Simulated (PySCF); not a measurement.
# Vertical excitation energies

C6H11P.
SMILES: `CP(C=C)CC=C`

Method: TDDFT wB97X-D/def2-SVPD, vertical, gas phase, core orbitals frozen in the response (PySCF). The structure is a single GFN2-xTB conformer in the gas phase; no vibrational or solvent corrections. Torsions of this conformer, `[CH2:1]=[CH:2][CH2:3][P:4]([CH3:5])[CH:6]=[CH2:7]`: C1–C2–C3–P4 113°, C2–C3–P4–C5 -173°, C3–P4–C6–C7 -133°.

```json
{"state": "S1", "E (eV)": "5.62", "λ (nm)": "220.8", "ν̃ (cm⁻¹)": "45290", "f": "0.159", "|μ| (D)": "2.74", "main configurations (H = HOMO, L = LUMO)": "H→L (94%)"}
{"state": "S2", "E (eV)": "6.33", "λ (nm)": "195.7", "ν̃ (cm⁻¹)": "51090", "f": "0.063", "|μ| (D)": "1.62", "main configurations (H = HOMO, L = LUMO)": "H→L+1 (88%)"}
{"state": "S3", "E (eV)": "6.40", "λ (nm)": "193.8", "ν̃ (cm⁻¹)": "51600", "f": "0.110", "|μ| (D)": "2.13", "main configurations (H = HOMO, L = LUMO)": "H→L+2 (75%)"}
{"state": "S4", "E (eV)": "6.76", "λ (nm)": "183.5", "ν̃ (cm⁻¹)": "54490", "f": "0.122", "|μ| (D)": "2.18", "main configurations (H = HOMO, L = LUMO)": "H-1→L (81%)"}
{"state": "S5", "E (eV)": "7.03", "λ (nm)": "176.3", "ν̃ (cm⁻¹)": "56710", "f": "0.040", "|μ| (D)": "1.22", "main configurations (H = HOMO, L = LUMO)": "H→L+4 (56%), H→L+2 (11%), H→L+7 (10%)"}
{"state": "S6", "E (eV)": "7.23", "λ (nm)": "171.5", "ν̃ (cm⁻¹)": "58300", "f": "0.0011", "|μ| (D)": "0.20", "main configurations (H = HOMO, L = LUMO)": "H→L+3 (55%), H→L+7 (10%), H-1→L+1 (10%)"}
{"state": "S7", "E (eV)": "7.32", "λ (nm)": "169.4", "ν̃ (cm⁻¹)": "59040", "f": "0.277", "|μ| (D)": "3.16", "main configurations (H = HOMO, L = LUMO)": "H-1→L+1 (55%), H-2→L (10%)"}
{"state": "S8", "E (eV)": "7.44", "λ (nm)": "166.7", "ν̃ (cm⁻¹)": "59980", "f": "0.105", "|μ| (D)": "1.93", "main configurations (H = HOMO, L = LUMO)": "H-2→L (34%), H-1→L+3 (19%), H-1→L+1 (9%)"}
```

Triplets, Tamm–Dancoff:

| state | E (eV) | λ (nm) | main configurations (H = HOMO, L = LUMO) |
| --- | --- | --- | --- |
| T1 | 4.16 | 298.0 | H→L (62%), H-2→L (14%) |
| T2 | 4.51 | 275.2 | H-1→L+1 (48%), H-1→L (30%) |
| T3 | 5.45 | 227.6 | H-2→L (29%), H→L (19%), H→L+2 (14%) |

The lowest singlet comes at 221 nm (542 kJ/mol) in the ultraviolet; it is strong; its leading configuration is HOMO→LUMO (94%). The strongest level in the table is S7 at 7.32 eV (169 nm, f = 0.277). Löwdin shares by element: HOMO phosphorus 48%, carbon 35% or more (atoms not listed hold the other 17%); LUMO carbon 53% or more, phosphorus 13% (atoms not listed hold the other 35%). Orbital energies (eV): HOMO-3 -11.05, HOMO-2 -10.16, HOMO-1 -9.26, HOMO -8.22, LUMO 1.48, LUMO+1 2.08, LUMO+2 2.35. Weighted by f, the mean energy of these states is 6.75 eV. Of the 8 states listed, 7 reach f = 0.01 and none stays under 0.0005. The window holds the lowest 8 singlets.
